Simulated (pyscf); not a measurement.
Single points on ωB97X-D3(BJ)/def2-SVP structures (PySCF, gas phase). Correlated levels are frozen-core, on RHF or UHF. ΔMP2 is the change of the MP2 total energy from the triple- to the quadruple-zeta basis. Singlets are restricted, triplets unrestricted.

Singlet (Å):
```xyz
5

Si     0.3038    -1.2503     0.2994
Sb    -1.5152     0.5335     0.4131
H      0.2944    -1.1507    -1.2250
H     -2.5633    -0.3153    -0.6285
H     -2.2386    -0.0658     1.8344
```

Triplet (Å):
```xyz
5

Si     1.2815     0.3792     0.5200
Sb    -0.5096    -0.1132    -1.1878
H      1.6524     1.8280     0.6617
H      0.3020    -1.4223    -1.9222
H     -1.4200    -1.1575    -0.1916
```

Problem. For these two minima of :HSi–SbH₂ (SMILES [SiH][SbH2]), which spin state lies lower at CCSD(T)/def2-TZVPP + ΔMP2(QZVPP), and by how much (electronic energies)?

Solution. The singlet, by 0.78 eV. Zero-point energy shifts E(triplet) − E(singlet) by 0.00 eV. :HSi–SbH₂ [singlet] lies 0.90 eV over its isomer H₂Si=SbH (electronic energy, ωB97M-D3(BJ)/def2-TZVP). 

E(triplet) − E(singlet) by level (eV):

```tsv
level	gap
ωB97X-D3(BJ)/def2-TZVP	+0.78
PBE/def2-TZVP	+0.61
r²SCAN/def2-TZVP	+0.41
B3LYP-D3(BJ)/def2-TZVP	+0.73
PBE0-D3(BJ)/def2-TZVP	+0.55
M06-2X/def2-TZVP	+0.68
ωB97M-D3(BJ)/def2-TZVP	+0.90
HF/def2-TZVP	+0.09
MP2/def2-QZVPP	+0.71
CCSD/def2-TZVPP	+0.71
CCSD(T)/def2-TZVPP	+0.73
CCSD(T)/def2-TZVPP + ΔMP2(QZVPP)	+0.78
```

The triplet is the lowest one reached from the SCF start used. The CCSD(T) − MP2 part came from Ansatz, without density fitting, on the same reference. The frozen core leaves the outer d or s,p core shells of the metals and heavy elements correlated in the MP2 and CC values, and def2-TZVPP describes them poorly, which can shift differences by a few kcal/mol. Elements past Kr carry the def2 core potentials, without spin-orbit coupling.
